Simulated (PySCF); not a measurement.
One of the candidates below gave these computed data.

All candidates are C6H8F2O.

| technique | computed result |
| --- | --- |
| Polarisability | 81.1 au [PBE0/def2-SVPD] |
| 1H NMR | chemical shifts (computed TMS as zero) by class: 6.53 (1 H), 6.50 (1 H), 5.88 (1 H), 5.47 (1 H), 5.31 (1 H), 5.05 (1 H), 2.81 (2 H) ppm [GIAO PBE0/pcSseg-1] |
| NMR, other nuclei | isotropic shieldings of nuclei other than C and H, by class: 161 (1 O), 273 (2 F) ppm [GIAO PBE0/pcSseg-1] |
| Dipole | 2.81 D [PBE0/def2-SVPD] |
| UV, first state | lowest singlet excitation: 6.22 eV (199 nm, f = 0.248) [TDDFT PBE0/def2-SVPD] |
| Rotational structure | rotational constants A, B, C: 4.001, 0.616, 0.591 GHz [GFN2-xTB] |
| 13C NMR | chemical shifts (computed TMS as zero) by class: 147.8 (1 C), 146.7 (1 C), 122.5 (1 C), 122.3 (1 C), 115.4 (1 C), 39.9 (1 C) ppm [GIAO PBE0/pcSseg-1] |
| Triplet | lowest triplet excitation (Tamm–Dancoff): 4.31 eV [TDA PBE0/def2-SVPD] |

Electronic properties: PySCF, gas phase, density fitting. Levels stand in brackets. Geometry: GFN2-xTB, one conformer, isolated molecule. NMR values are class means; diastereotopic atoms form classes of their own.

Question: Which candidate is it?
A. `FC(F)CCC1=CCO1`
B. `C=CC/C=C/OC(F)F`
C. `C=C[C@@H]1[C@H](CF)O[C@@H]1F`
D. `C=C/C(C)=C/OC(F)F`
E. `C=CC[C@@](C)(F)C(=O)F`

Answer: B. It is `C=CC/C=C/OC(F)F`. Numbering: `[CH2:1]=[CH:2][CH2:3]/[CH:4]=[CH:5]/[O:6][CH:7]([F:8])[F:9]`. Its formula, C6H8F2O, gives 2 degrees of unsaturation: 0 rings and 2 π bonds in the structure found. 6 carbons fall into 6 classes; from least to most shielded: vinylic carbon bearing oxygen [C5] (147.8 ppm), alkene CH carbon [C2] (146.7 ppm), terminal =CH2 carbon [C1] (122.5 ppm), CHF2 carbon [C7] (122.3 ppm), alkene CH carbon [C4] (115.4 ppm), allylic carbon [C3] (39.9 ppm). Hydrogen classes from least to most shielded: 1 H on a CHF2 carbon, C7 (6.53 ppm), 1 H on a vinylic carbon bearing oxygen, C5 (6.50 ppm), 1 H on an alkene CH carbon, C2 (5.88 ppm), 1 H on a terminal =CH2 carbon, C1 (5.47 ppm), 1 H on a terminal =CH2 carbon, C1 (5.31 ppm), 1 H on an alkene CH carbon, C4 (5.05 ppm), 2 H on an allylic carbon, C3 (2.81 ppm). The other shieldings belong to: 161 ppm, ether oxygen [O6]; 273 ppm, fluorine of a CF2 group [F8/F9]. S1 is mainly HOMO→LUMO (weight 0.91); the largest Löwdin shares of the orbital it empties are 0.28 on an alkene CH carbon, 0.23 on the vinylic carbon bearing oxygen, 0.17 on the ether oxygen and 0.09 on an alkene CH carbon, of the orbital it fills 0.20 on the terminal =CH2 carbon, 0.19 on an alkene CH carbon, 0.17 on the vinylic carbon bearing oxygen and 0.15 on an alkene CH carbon. The optimised geometry has point group C1 and is an asymmetric top.

The others, at the same levels:
- `C=C[C@@H]1[C@H](CF)O[C@@H]1F` fails: its computed 13C shifts are 136.6 (1 C), 129.3 (1 C), 117.2 (1 C), 84.7 (1 C), 83.7 (1 C), 48.7 (1 C) ppm, 1H shifts are 6.71 (1 H), 6.14 (1 H), 5.79 (1 H), 5.56 (1 H), 5.01 (1 H), 4.85 (1 H), 4.77 (1 H), 3.80 (1 H) ppm and rotational constant A is 1.996 GHz (against 4.001 GHz).
- `C=CC[C@@](C)(F)C(=O)F` fails: its computed 13C shifts are 170.4 (1 C), 139.5 (1 C), 128.6 (1 C), 95.5 (1 C), 49.1 (1 C), 26.9 (1 C) ppm, 1H shifts are 6.02 (1 H), 5.67 (1 H), 5.61 (1 H), 2.87 (1 H), 2.44 (1 H), 1.74 (3 H) ppm and rotational constant A is 2.133 GHz (against 4.001 GHz).
- `FC(F)CCC1=CCO1` fails: its computed 13C shifts are 175.1 (1 C), 123.3 (1 C), 110.0 (1 C), 76.9 (1 C), 31.9 (1 C), 25.6 (1 C) ppm, 1H shifts are 6.48 (1 H), 5.60 (1 H), 5.10 (2 H), 2.80 (2 H), 2.11 (2 H) ppm and rotational constant A is 3.333 GHz (against 4.001 GHz).
- `C=C/C(C)=C/OC(F)F` fails: its computed 13C shifts are 147.9 (1 C), 142.2 (1 C), 128.9 (1 C), 125.1 (1 C), 119.4 (1 C), 11.7 (1 C) ppm, 1H shifts are 6.58 (1 H), 6.44 (1 H), 6.40 (1 H), 5.51 (1 H), 5.43 (1 H), 2.03 (3 H) ppm and lowest singlet excitation is 5.62 eV (221 nm, f = 0.726) (against 6.22 eV).

Each candidate is one conformer, not necessarily the lowest. The conformers computed, where there is a choice (atom-mapped SMILES and torsion angles):
- `[CH2:1]=[CH:2][CH2:3]/[CH:4]=[CH:5]/[O:6][CH:7]([F:8])[F:9]`: C1–C2–C3–C4 -117°, C2–C3–C4–C5 -113°, C4–C5–O6–C7 -13°, C5–O6–C7–F8 -166°
- `[CH2:1]=[CH:2][C@@H:3]1[C@H:4]([CH2:5][F:6])[O:7][C@@H:8]1[F:9]`: C1–C2–C3–C4 -97°, C3–C4–C5–F6 82°
- `[CH2:1]=[CH:2][CH2:3][C@@:4]([CH3:5])([F:6])[C:7](=[O:8])[F:9]`: C1–C2–C3–C4 116°, C2–C3–C4–C5 180°, C3–C4–C7–O8 -121°
- `[F:1][CH:2]([F:3])[CH2:4][CH2:5][C:6]1=[CH:7][CH2:8][O:9]1`: F1–C2–C4–C5 -63°, C2–C4–C5–C6 -67°, C4–C5–C6–C7 171°
- `[CH2:1]=[CH:2]/[C:3]([CH3:4])=[CH:5]/[O:6][CH:7]([F:8])[F:9]`: C1–C2–C3–C4 0°, C3–C5–O6–C7 -166°, C5–O6–C7–F8 -160°
